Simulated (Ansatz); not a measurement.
Species: [Zn(F)(H)] (charge 0, multiplicity 1), formula HFZn.

Problem. How many basis functions does Ansatz (a first-principles code) with frozen-core CCSD(T)/def2-TZVPP // BP86-D3(BJ)/def2-SVP use, how many core orbitals are frozen, and how many electrons are correlated?

Solution. 109 basis functions and 6 frozen orbitals, which leaves 28 correlated electrons. Core time is of the order of seconds.
